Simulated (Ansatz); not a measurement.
Consider the ligand exchange at a Ge–O bond: `S[SiH2][O][GeH3]` + `O[SiH2]F` → `F[SiH2][O][GeH3]` + `O[SiH2]S`.

Calculated with Ansatz (gas phase, PBE0-D4/def2-TZVP geometries, no zero-point term in ΔE). CCSD(T)/CBS is the MP2 limit (def2-TZVPP, def2-QZVPP) plus CCSD(T) − MP2 in def2-TZVPP, frozen cores. For Ge outer-core shells are correlated without core-valence functions, which leaves a few kJ/mol of doubt a bond. Scalar relativity is left out up to krypton. One conformer a species, not always the lowest.

```json
{"species": "`S[SiH2][O][GeH3]`", "HF/CBS(def2) energy (Eh)": "-2840.42222"}
{"species": "`O[SiH2]F`", "HF/CBS(def2) energy (Eh)": "-465.21568"}
{"species": "`F[SiH2][O][GeH3]`", "HF/CBS(def2) energy (Eh)": "-2541.81560"}
{"species": "`O[SiH2]S`", "HF/CBS(def2) energy (Eh)": "-763.82376"}
```

Problem. Work out ΔE.

Solution. ΔE = (-2541.81560) + (-763.82376) − (-2840.42222) − (-465.21568) = -0.00146 Eh = -3.8 kJ/mol. CCSD(T)/CBS gives +1.2 kJ/mol.

Problem. What do rigid-rotor, harmonic-oscillator terms from PBE0-D4/def2-TZVP frequencies (298.15 K, 1 bar) make of the CCSD(T)/CBS value? (Best estimate.)

Solution. The calculation gave: ΔZPE = +0.1 kJ/mol, ΔH = +1.4 kJ/mol, ΔS = 7 J/(mol·K), ΔG = -0.8 kJ/mol. Modes under 50 cm⁻¹ make the entropy rough.

Largest T1 diagnostic among the species: 0.012.

The D4 term adds +3.6 kJ/mol with B3LYP and +2.0 kJ/mol with PBE0; it sums over pairs of atoms, weighted by their polarisabilities, and B3LYP, whose exchange is more repulsive, gets the larger term. Leaving LDA and LC-ωPBE aside and taking each functional with its dispersion term where it has one, the values, not all of them listed here, spread over 2.6 kJ/mol, from B2PLYP to revPBE-D4.

B3LYP here is the variant with VWN-RPA as its local correlation; programs differ in this.
